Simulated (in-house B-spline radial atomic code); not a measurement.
**Solving the quasi-particle equation for 3p up of Cl III (Cl2+)**

Configuration [Ne] 3s2 3p3, highest spin, start LDA VWN5; correlation leaves out the deepest shell. Computed with an all-electron radial atomic-structure program (B-spline basis): all electrons, non-relativistic, point nucleus, each spin shell either full or empty, empty states to l = 9 with an (l + 1/2)⁻⁴ tail; G0W0 by contour deformation at full frequency.

At the mean-field level ε = -33.04 eV the matrix elements are Σx = -25.159 eV, v_xc = -18.594 eV and Σc(ε) = -0.463 eV, and the slope of the correlation self-energy is dΣc/dω = -0.0779. The quasi-particle energy solves E = ε + Σx − v_xc + Σc(E).

Task: What does the linearised equation give?

Result: Z = 1/(1 − dΣc/dω) = 1/1.0779 = 0.9277. The first-order shift is Σx − v_xc + Σc(ε) = -25.159 − (-18.594) + (-0.463) = -7.028 eV, so E ≈ ε + Z × shift = -33.04 + 0.9277 × (-7.028) = -39.560 eV.

Task: How does that compare with the full solution and with static screening?

Result: Solving the equation at full frequency dependence gives E = -39.514 eV, where Σc = 0.090 eV and the weight is 0.913; the linearised value is off by 46 meV. Leaving Z out would give -40.068 eV. Static COHSEX puts -2.670 eV in place of Σc and gives -42.275 eV, 2.76 eV deeper.
